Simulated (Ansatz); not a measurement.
Basis-set extrapolation for C₃H₆S₂Si (`[SiH3]C1=CC1(S)S`) (PBE0-D4/def2-TZVP geometry, frozen core, the Gaussian-basis code of Ansatz). Multiplicity 1, RHF reference.

```tsv
	def2-TZVPP	def2-QZVPP
HF	-1201.070715	-1201.107198
MP2 correlation	-0.953598	-1.024610
CCSD(T) correlation	-1.063457	not run
```

Energies in hartree. Use E(X) = E(∞) + A·exp(−7.88·√X) for Hartree–Fock and E(X) = E(∞) + B·X^(−2.97) for correlation, with X = 3 and 4, and add CCSD(T) minus MP2 of the smaller set to the MP2 limit.

**Question.** What is the CCSD(T) energy at the basis-set limit?

**Answer.** HF limit: -1201.107198 + (-0.036483) × 0.13774 = -1201.11222. MP2 limit: -1.024610 + (-0.071012) × 0.74074 = -1.07721. Higher-order term: -1.063457 − (-0.953598) = -0.10986. Total: -1202.29929 hartree, 4.49 eV below CCSD(T)/def2-TZVPP.
